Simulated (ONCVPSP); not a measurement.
## Transferability test, ONCV potential for cerium (Ce)

- Element: cerium (Ce)
- Generator: ONCVPSP 4.0.1
- Type: optimised norm-conserving Vanderbilt (ONCV)
- Functional: Wu-Cohen
- Relativity: scalar-relativistic
- Frozen core: [Kr] 4d10 4f1
- Valence charge: 11
- Reference configuration: 5s2 5p6 5d1 6s1 (charge +1)
- Partial waves: 5s+6s: rc 2.40 bohr, ncon 4, nbas 8, qcut 4.2 1/bohr, 3 projectors, debl 2.2 Ha; 5p: rc 1.80 bohr, ncon 3, nbas 8, qcut 3.7 1/bohr, 3 projectors, debl 2.8 Ha; 5d: rc 2.85 bohr, ncon 4, nbas 8, qcut 6.2 1/bohr, 2 projectors, debl 3.1 Ha
- Local potential: polynomial inside 1.45 bohr (lpopt 2, dvloc0 6 Ha)
- Core correction: none

Energies are relative to the spin-unpolarised reference configuration 5s2 5p6 5d1 6s1; without spin polarisation the order of configurations can differ from experiment.

```csv
valence configuration,charge,ΔE all-electron (eV),error AE − PS (meV)
5s2 5p6 5d1 6s2,0,-6.101,+0.7
5s2 5p6 5d1 6s0,+2,10.977,-0.6
5s2 5p6 5d1 6s1.5,+0.5,-3.641,+0.6
```

Q: What are ΔE and the potential's error for 5s2 5p6 5d0 6s0?

A: ΔE = 30.112 eV all-electron; the error (AE − PS) is -22 meV.

Levels in the configuration 5s2 5p6 5d1 6s2:

```csv
level,all-electron (eV),pseudo (eV)
5s,-40.601,-40.573
5p,-23.209,-23.189
5d,-3.068,-3.067
6s,-3.778,-3.777
```
